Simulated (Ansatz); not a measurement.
A nudged elastic band was laid between two geometries of C$_{2}$H$_{4}$AlClS (9 atoms, charge 0, multiplicity 1).

Computed with RKS B3LYP-D4/def2-SVP (Ansatz).

- movable images: 7
- climbing image: yes
- spring: 5.0 eV/Å²
- optimiser: quadratic models (default)
- start path: IDPP
- force threshold: 0.05 eV/Å
- iteration limit: 60
- end points: relaxed

First end point:

```xyz
9
Properties=species:S:1:pos:R:3
C -0.061 -1.281 -0.173
C 0.029 0.044 0.553
S 1.781 0.969 0.312
Al -0.098 1.796 -0.213
Cl -1.143 3.396 -1.052
H -1.080 -1.695 -0.070
H 0.642 -2.025 0.242
H 0.155 -1.185 -1.249
H -0.137 -0.066 1.634
```

Last end point:

```xyz
9
Properties=species:S:1:pos:R:3
C 0.048 -1.292 -0.064
C 0.288 0.104 0.468
S 1.549 1.176 -0.647
Al -0.444 1.743 -0.204
Cl -1.982 3.127 -0.478
H -0.319 -1.289 -1.103
H -0.709 -1.803 0.558
H 0.966 -1.905 -0.038
H 0.691 0.092 1.490
```

Q: What changes between the two ends?

A: No bond is made or broken. The dihedral H8–C1–C2–S3 goes from -55 to 65°. The two ends are copies of one structure, up to a mirror image or an exchange of like atoms.

Q: What energy profile does the band end with?

A: The run converged. The highest image is number 4 of 0 to 8, 0.137 eV above the ends, which have the same energy within 2 meV. A vibrational analysis at the climbing image gives one clearly imaginary mode, 237i cm⁻¹: a first-order saddle point.

```csv
image,path coordinate (Å),energy (eV),dihedral H8–C1–C2–S3 (°)
0,0.00,0.000,-55
1,0.41,0.021,-42
2,0.81,0.068,-27
3,1.22,0.116,-12
4,1.62,0.137,4
5,2.04,0.115,20
6,2.45,0.066,36
7,2.87,0.019,51
8,3.28,0.000,65
```

Q: What is the geometry of the highest image?

A: 
```xyz
9
Properties=species:S:1:pos:R:3:forces:R:3
C 0.031 -1.298 -0.142 0.01 0.04 0.00
C 0.216 0.073 0.510 -0.01 -0.01 -0.01
S 1.651 1.198 -0.314 -0.01 -0.02 0.01
Al -0.379 1.774 -0.144 -0.01 0.00 0.00
Cl -1.850 3.194 -0.563 0.00 0.00 0.00
H -0.959 -1.416 -0.612 0.00 0.00 0.00
H 0.141 -2.107 0.597 0.00 -0.01 0.00
H 0.783 -1.465 -0.929 0.00 0.00 0.00
H 0.455 0.001 1.579 0.01 0.00 0.00
```

Q: What are the harmonic wavenumbers there?

A: 237i, 100, 135, 252, 304, 373, 486, 547, 754, 912, 1010, 1051, 1078, 1256, 1385, 1457, 1469, 3025, 3095, 3109, 3122 cm⁻¹.

The run took 86 s on 2 threads of AMD EPYC 9R14 (Zen 4), with other jobs on the host, peak memory 0.25 GiB.
